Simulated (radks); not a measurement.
The oxygen anion O-, [He] 2s2 2p5, held by a Watson sphere: a shell of charge +1 at radius R that stands for the Madelung well of a crystal (potential energy -1/R inside, -1/r outside, in hartree with lengths in bohr). Method: non-relativistic Kohn-Sham, r2SCAN, spin-polarised, spherical densities, point nucleus; open shells are filled with parallel spins first; meta-GGA in the generalised Kohn-Sham scheme; computed with a radial shooting solver on a logarithmic mesh with Libxc functionals.

| R (bohr) | e(2s down) (eV) | e(2p up) (eV) | e(2p down) (eV) | <r> 2p (bohr) | sum of <r^2> (bohr^2) | X-ray form factor at sin(theta)/lambda = 0.3 1/angstrom |
|---|---|---|---|---|---|---|
| 1.82 | -23.451 | -9.544 | -7.784 | 1.400 | 15.69 | 4.163 |
| 1.95 | -23.041 | -9.200 | -7.451 | 1.419 | 16.05 | 4.142 |
| 2.4 | -21.789 | -8.104 | -6.373 | 1.476 | 17.15 | 4.099 |
| 2.94 | -20.589 | -7.001 | -5.268 | 1.534 | 18.23 | 4.082 |
| 3.15 | -20.196 | -6.632 | -4.895 | 1.553 | 18.58 | 4.079 |
| 3.32 | -19.903 | -6.355 | -4.613 | 1.568 | 18.86 | 4.078 |
